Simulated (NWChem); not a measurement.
The numbers come from NWChem runs, not from measurements. System: C5H5F, charge 0, spin multiplicity 1, at a geometry optimised with B3LYP/def2-SVP. The structure started from a generated list of species. Level: B3LYP/def2-SVP, VWN1-RPA local correlation.

Output (cleaned and shortened):

```
             Northwest Computational Chemistry Package (NWChem) 7.3.0
             --------------------------------------------------------

                                NWChem Input Module
                                -------------------

 Scaling coordinates for geometry "geometry" by  1.889725989
 (inverse scale =  0.529177249)

 Turning off AUTOSYM since
 SYMMETRY directive was detected!

                             Geometry "geometry" -> ""
                             -------------------------

 Output coordinates in angstroms (scale by  1.889725989 to convert to a.u.)

  No.       Tag          Charge          X              Y              Z
 ---- ---------------- ---------- -------------- -------------- --------------
    1 C                    6.0000    -2.72618400    -0.04035900     0.00000000
    2 C                    6.0000    -1.51517700     0.04043200     0.00000000
    3 C                    6.0000    -0.09234900     0.15111200     0.00000000
    4 F                    9.0000     0.35836700     1.42576800     0.00000000
    5 C                    6.0000     0.77631600    -0.87326500     0.00000000
    6 C                    6.0000     2.26498300    -0.73118100     0.00000000
    7 H                    1.0000    -3.79760000    -0.11486600     0.00000000
    8 H                    1.0000     0.34284600    -1.87684600     0.00000000
    9 H                    1.0000     2.70690200    -1.22220700     0.88458500
   10 H                    1.0000     2.57011400     0.32378400     0.00000000
   11 H                    1.0000     2.70690200    -1.22220700    -0.88458500

 Effective nuclear repulsion energy (a.u.)     199.7501094116

            Nuclear Dipole moment (a.u.)
            ----------------------------
        X                 Y               Z
 ---------------- ---------------- ----------------
     0.0000018897     0.0000075589     0.0000000000

      Symmetry information
      --------------------

 Group name             Cs
 Group number              2
 Group order               2
 No. of unique centers    10

      Symmetry unique atoms

     1    2    3    4    5    6    7    8    9   10


 Summary of "ao basis" -> "" (spherical)
 ------------------------------------------------------------------------------
       Tag                 Description            Shells   Functions and Types
 ---------------- ------------------------------  ------  ---------------------
 *                          def2-svp                  on all atoms

                                 NWChem DFT Module
                                 -----------------

 Summary of "ao basis" -> "ao basis" (spherical)
 ------------------------------------------------------------------------------
       Tag                 Description            Shells   Functions and Types
 ---------------- ------------------------------  ------  ---------------------
 C                          def2-svp                 6       14   3s2p1d
 F                          def2-svp                 6       14   3s2p1d
 H                          def2-svp                 3        5   2s1p

 Summary of "ao basis" -> "ao basis" (spherical)
 ------------------------------------------------------------------------------
       Tag                 Description            Shells   Functions and Types
 ---------------- ------------------------------  ------  ---------------------
 C                          def2-svp                 6       14   3s2p1d
 F                          def2-svp                 6       14   3s2p1d
 H                          def2-svp                 3        5   2s1p

      Symmetry analysis of basis
      --------------------------

        a'         77
        a"         32

            General Information
            -------------------
          SCF calculation type: DFT
          Wavefunction type:  closed shell.
          No. of atoms     :    11
          No. of electrons :    44
           Alpha electrons :    22
            Beta electrons :    22
          Charge           :     0
          Spin multiplicity:     1
          Use of symmetry is: on ; symmetry adaption is: on
          Maximum number of iterations: 100
          AO basis - number of functions:   109
[...]
    16 a'         17 a"         18 a'         19 a'         20 a"
    21 a'         22 a"         23 a'         24 a"         25 a'
    26 a'         27 a'         28 a'         29 a"         30 a'
    31 a"         32 a'

------------------------------------------------------------
EAF file 0: "./mol.aoints.0" size=524288 bytes
------------------------------------------------------------
               write      read    awrite     aread      wait
               -----      ----    ------     -----      ----
     calls:        1         0         0         0         0
   data(b): 5.24e+05  0.00e+00  0.00e+00  0.00e+00
   time(s): 0.00e+00  0.00e+00  0.00e+00  0.00e+00  0.00e+00
rate(mb/s): 0.00e+00  0.00e+00
------------------------------------------------------------

   convergence    iter        energy       DeltaE   RMS-Dens  Diis-err    time
 ---------------- ----- ----------------- --------- --------- ---------  ------
 d= 0,ls=0.0,diis     1   -292.9844041829 -4.93D+02  1.86D-02  7.29D-01     1.6
 d= 0,ls=0.0,diis     2   -292.9923547360 -7.95D-03  6.18D-03  7.93D-01     1.9
 d= 0,ls=0.0,diis     3   -293.0593101895 -6.70D-02  2.63D-03  1.11D-01     2.2
 d= 0,ls=0.0,diis     4   -293.0665269285 -7.22D-03  1.17D-03  4.41D-02     2.6
 d= 0,ls=0.0,diis     5   -293.0720288930 -5.50D-03  2.60D-04  1.28D-03     2.9
  Resetting Diis
 d= 0,ls=0.0,diis     6   -293.0721470081 -1.18D-04  1.02D-04  1.68D-04     3.2
 d= 0,ls=0.0,diis     7   -293.0721697541 -2.27D-05  8.34D-05  1.84D-05     3.5
 d= 0,ls=0.0,diis     8   -293.0721630250  6.73D-06  5.50D-05  6.92D-05     3.9
 d= 0,ls=0.0,diis     9   -293.0721721155 -9.09D-06  2.96D-06  1.18D-07     4.2
 d= 0,ls=0.0,diis    10   -293.0721721292 -1.37D-08  9.69D-07  2.05D-08     4.5

         Total DFT energy =     -293.072172129207
      One electron energy =     -794.011830116525
           Coulomb energy =      340.506624362349
    Exchange-Corr. energy =      -39.317075786647
 Nuclear repulsion energy =      199.750109411617

 Numeric. integr. density =       43.999998464687

     Total iterative time =      4.2s

                  Occupations of the irreducible representations
                  ----------------------------------------------

                     irrep           alpha         beta
                     --------     --------     --------
                     a'               18.0         18.0
                     a"                4.0          4.0

                       DFT Final Molecular Orbital Analysis
                       ------------------------------------

 Vector   20  Occ=2.000000D+00  E=-3.262604D-01  Symmetry=a"
              MO Center= -1.2D+00,  1.3D-01,  2.1D-16, r^2= 2.8D+00
   Bfn.  Coefficient  Atom+Function         Bfn.  Coefficient  Atom+Function
  ----- ------------  ---------------      ----- ------------  ---------------
    20      0.383553   2 C  pz                6      0.310836   1 C  pz
    48      0.269338   4 F  pz               34      0.226017   3 C  pz
    23      0.215996   2 C  pz               51     -0.197909   4 F  pz
     9      0.159741   1 C  pz               62      0.128829   5 C  pz
    65      0.095247   5 C  pz               37      0.088077   3 C  pz

 Vector   21  Occ=2.000000D+00  E=-2.985910D-01  Symmetry=a'
              MO Center= -2.0D+00,  1.2D-02,  5.3D-17, r^2= 1.7D+00
   Bfn.  Coefficient  Atom+Function         Bfn.  Coefficient  Atom+Function
  ----- ------------  ---------------      ----- ------------  ---------------
    19      0.427908   2 C  py                5      0.420450   1 C  py
     8      0.249682   1 C  py               22      0.227836   2 C  py
    46     -0.109726   4 F  px               60     -0.076643   5 C  px
    49      0.075979   4 F  px               73     -0.065993   6 C  s
    74      0.063147   6 C  px               59      0.055169   5 C  s

 Vector   22  Occ=2.000000D+00  E=-2.429862D-01  Symmetry=a"
              MO Center= -3.4D-01, -2.8D-01,  6.4D-16, r^2= 4.0D+00
   Bfn.  Coefficient  Atom+Function         Bfn.  Coefficient  Atom+Function
  ----- ------------  ---------------      ----- ------------  ---------------
    62      0.364240   5 C  pz               34      0.309527   3 C  pz
     6     -0.303381   1 C  pz               65      0.284696   5 C  pz
     9     -0.214508   1 C  pz               48      0.192325   4 F  pz
    20     -0.179715   2 C  pz               37      0.167433   3 C  pz
    51     -0.152682   4 F  pz               95     -0.112985   9 H  s

 Vector   23  Occ=0.000000D+00  E=-3.268308D-02  Symmetry=a"
              MO Center= -5.2D-01, -3.2D-01,  4.3D-16, r^2= 4.2D+00
   Bfn.  Coefficient  Atom+Function         Bfn.  Coefficient  Atom+Function
  ----- ------------  ---------------      ----- ------------  ---------------
    65      0.472635   5 C  pz                9      0.414002   1 C  pz
    62      0.393555   5 C  pz               34     -0.323405   3 C  pz
     6      0.314746   1 C  pz               37     -0.316229   3 C  pz
    23     -0.282197   2 C  pz               20     -0.214872   2 C  pz
    96     -0.174020   9 H  s               106      0.174020  11 H  s

 Vector   24  Occ=0.000000D+00  E= 1.226240D-02  Symmetry=a'
              MO Center= -1.6D+00,  2.7D-02, -8.3D-17, r^2= 3.6D+00
   Bfn.  Coefficient  Atom+Function         Bfn.  Coefficient  Atom+Function
  ----- ------------  ---------------      ----- ------------  ---------------
    73      0.734010   6 C  s                 8      0.615943   1 C  py
    22     -0.525061   2 C  py               31     -0.435007   3 C  s
     5      0.398855   1 C  py               19     -0.380097   2 C  py
    63     -0.261282   5 C  px               21      0.230021   2 C  px
    45      0.210439   4 F  s                96     -0.207348   9 H  s

 Vector   25  Occ=0.000000D+00  E= 6.848209D-02  Symmetry=a'
              MO Center=  1.9D+00, -1.3D+00, -2.7D-14, r^2= 6.2D+00
   Bfn.  Coefficient  Atom+Function         Bfn.  Coefficient  Atom+Function
  ----- ------------  ---------------      ----- ------------  ---------------
    73      2.453905   6 C  s                96     -1.158781   9 H  s
   106     -1.158781  11 H  s                91     -0.999770   8 H  s
   101     -0.655389  10 H  s                31     -0.528645   3 C  s
    63     -0.514128   5 C  px               21      0.487912   2 C  px
     3      0.479183   1 C  s                64     -0.468322   5 C  py

 center of mass
 --------------
 x =  -0.09300333 y =   0.12375906 z =   0.00000000

 moments of inertia (a.u.)
 ------------------
         222.823084087725          84.461022607343           0.000000000000
          84.461022607343         805.358371114662           0.000000000000
           0.000000000000           0.000000000000        1016.916695508946

     Multipole analysis of the density
     ---------------------------------

     L   x y z        total         alpha         beta         nuclear
     -   - - -        -----         -----         ----         -------
     0   0 0 0     -0.000000    -22.000000    -22.000000     44.000000

     1   1 0 0      0.014819      0.007409      0.007409      0.000002
     1   0 1 0     -0.591668     -0.295838     -0.295838      0.000008
     1   0 0 1      0.000000      0.000000      0.000000      0.000000

     2   2 0 0    -19.909254   -241.663804   -241.663804    463.418353
     2   1 1 0     -0.666534     26.786724     26.786724    -54.239982
     2   1 0 1      0.000000      0.000000      0.000000      0.000000
     2   0 2 0    -26.409017    -71.883140    -71.883140    117.357264
     2   0 1 1     -0.000000     -0.000000     -0.000000      0.000000
     2   0 0 2    -26.787488    -16.188069    -16.188069      5.588649

 Task  times  cpu:        4.5s     wall:        4.5s

 Total times  cpu:        4.5s     wall:        4.5s
```

**Question.** Write an NWChem input that would produce this output.

**Answer.** One answer among several that fit: 
```
start mol
memory heap 200 mb stack 800 mb global 1000 mb
geometry units angstroms nocenter noautoz
  C     -2.726184    -0.040359     0.000000
  C     -1.515177     0.040432     0.000000
  C     -0.092349     0.151112     0.000000
  F      0.358367     1.425768     0.000000
  C      0.776316    -0.873265     0.000000
  C      2.264983    -0.731181     0.000000
  H     -3.797600    -0.114866     0.000000
  H      0.342846    -1.876846     0.000000
  H      2.706902    -1.222207     0.884585
  H      2.570114     0.323784     0.000000
  H      2.706902    -1.222207    -0.884585
  symmetry group Cs
end
basis spherical
  * library def2-svp
end
dft
  xc b3lyp
  semidirect memsize 60000000 filesize 0
  iterations 100
end
task dft energy
```
